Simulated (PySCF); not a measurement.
**M06-L on Mo²⁺ (molybdenum, charge +2)**

Configuration: [Kr] 4d4, high-spin 5D determinant. Calculation: PySCF 2.14, in x2c-SVPall (6s5p5d1f, 53 functions); the spin-free X2C one-electron Hamiltonian (Gaussian nucleus).

```
Total energy                                                  : -4047.00 hartree
One-electron energy                                           : -5555.70 hartree
Hartree (Coulomb) energy                                      : 1632.91 hartree
Exchange-correlation energy                                   : -124.21 hartree
⟨S²⟩                                                          : 6.0004
⟨L²⟩                                                          : 6.019
Sum of ⟨r⟩                                                    : 25.11 bohr
Sum of ⟨r²⟩                                                   : 30.62 bohr²
Traceless quadrupole moment −½Σ⟨3z² − r²⟩ along its main axis : -1.09 e·bohr²
Langevin diamagnetic susceptibility                           : -24.3 ×10⁻⁶ cm³/mol
Time after the integrals                                      : 2.5 s of wall time on 1 thread of Neoverse-V1 (shared host)
```

| shell | electrons | mean orbital energy (eV) | spread (eV) | rms radius, mean of both spins (bohr) |
| --- | --- | --- | --- | --- |
| 1s α | 1 | -19848.5 | 0 | 0.0404 |
| 1s β | 1 | -19848.5 | 0 | 0.0404 |
| 2s α | 1 | -2835.2 | 0 | 0.166 |
| 2s β | 1 | -2834.7 | 0 | 0.166 |
| 2p α | 3 | -2533.9 | 0.123 | 0.148 |
| 2p β | 3 | -2533.4 | 0.234 | 0.148 |
| 3s α | 1 | -504.76 | 0 | 0.457 |
| 3s β | 1 | -504.46 | 0 | 0.457 |
| 3p α | 3 | -404.34 | 0.420 | 0.464 |
| 3p β | 3 | -404.02 | 0.481 | 0.464 |
| 3d α | 5 | -242.23 | 0.380 | 0.455 |
| 3d β | 5 | -241.69 | 0.566 | 0.455 |
| 4s α | 1 | -85.530 | 0 | 1.18 |
| 4s β | 1 | -82.096 | 0 | 1.18 |
| 4p α | 3 | -58.944 | 0.181 | 1.32 |
| 4p β | 3 | -55.249 | 1.339 | 1.32 |
| 4d α | 4 | -21.767 | 1.029 | 1.83 |

Densities and radii are taken from the X2C orbitals without a picture-change correction, which distorts them close to the nucleus.
